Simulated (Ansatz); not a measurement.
C4H10AlBr (`C[CH](C)[Al]([CH3])[Br]`), relaxed with RKS PBE0-D4/def2-TZVP in Ansatz 0.2.0 from a GFN2-xTB geometry. The force threshold is 0.005 eV/Å; the program also tests the step.

Total charge 0; spin multiplicity 1.

Start:

```xyz
16

C    -1.383    0.335   -1.594
C    -0.071   -0.030   -0.879
C     0.927    1.138   -0.944
Al   -0.403   -0.604    1.032
C     0.970   -1.149    2.357
Br   -2.563   -0.609    1.742
H    -1.195    0.629   -2.627
H    -2.070   -0.514   -1.601
H    -1.882    1.166   -1.091
H     0.388   -0.862   -1.442
H     1.181    1.377   -1.977
H     0.508    2.032   -0.483
H     1.849    0.888   -0.417
H     0.739   -2.128    2.793
H     1.975   -1.217    1.930
H     1.029   -0.452    3.202
```

| step | energy (eV) | largest force (eV/Å) | largest move (Å) |
| --- | --- | --- | --- |
| 1 | -80942.3065 | 0.616 | 0.000 |
| 2 | -80942.3611 | 0.219 | 0.096 |
| 3 | -80942.3702 | 0.050 | 0.045 |
| 4 | -80942.3710 | 0.025 | 0.017 |
| 5 | -80942.3712 | 0.011 | 0.022 |
| 6 | -80942.3713 | 0.009 | 0.005 |
| 7 | -80942.3713 | 0.002 | 0.003 |

End:

```xyz
16

C    -1.370    0.328   -1.613
C    -0.113   -0.032   -0.830
C     0.915    1.104   -0.868
Al   -0.418   -0.597    1.026
C     0.979   -1.118    2.274
Br   -2.555   -0.626    1.812
H    -1.127    0.594   -2.649
H    -2.090   -0.492   -1.641
H    -1.884    1.187   -1.171
H     0.353   -0.908   -1.309
H     1.186    1.355   -1.900
H     0.519    2.019   -0.415
H     1.841    0.852   -0.341
H     0.759   -2.092    2.719
H     1.964   -1.171    1.803
H     1.040   -0.403    3.101
```

Hardware: 3 threads of an AMD EPYC 7R13 on a shared host and a share of an NVIDIA H100 80 GB. Wall time 13 s, peak host memory 0.96 GiB.
